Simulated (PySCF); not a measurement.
Gas-phase reaction: GeH₄ + 2 F ⇌ GeH₂F₂ + H₂

Method: PySCF energies plus ideal-gas RRHO corrections (1 bar). † marks an energy on the PBE0/def2-TZVP geometry and frequencies. MP2 and CCSD(T) freeze the core. Open shells (unrestricted): F (multiplicity 2, electronic degeneracy 6); the rest are closed-shell singlets. Spin-orbit splitting is ignored; it lowers the true energy and changes the entropy of F. B3LYP is the form with VWN-RPA correlation. Ge: all electrons, no relativistic terms. GeH₂F₂: computed as isolated molecules; such fragments, hydroxides, amides, oligomers or adducts are transient or little studied in the gas. MP2 isn't extrapolated to the basis-set limit; its ΔH°(298 K) is -787.4 kJ in def2-SVP and -842.4 kJ in def2-TZVPP. CCSD(T) isn't extrapolated to the basis-set limit; its ΔH°(298 K) is -727.8 kJ in def2-SVP and -778.3 kJ in def2-TZVPP. The harmonic model lacks anharmonicity and excited electronic states, which grow with temperature; levels with a mode under 35 cm⁻¹ are left out.

| level | ΔE electronic, kJ | ΔH°(298 K), kJ | ΔS°(298 K), J/K | ΔG°(1000 K), kJ |
|---|---|---|---|---|
| B3LYP/def2-TZVP† | -784 | -783 | -131 | -654 |
| BLYP/def2-TZVP† | -810 | -809 | -131 | -680 |
| CCSD(T)/def2-TZVPP† | -779 | -778 | -131 | -649 |
| MP2/def2-TZVPP† | -843 | -842 | -131 | -714 |
| PBE/def2-TZVP† | -822 | -821 | -131 | -692 |
| LDA/def2-TZVP† | -940 | -939 | -131 | -810 |
ΔH° is lowest at LDA/def2-TZVP† and highest at CCSD(T)/def2-TZVPP†. No reference value is set beside these.
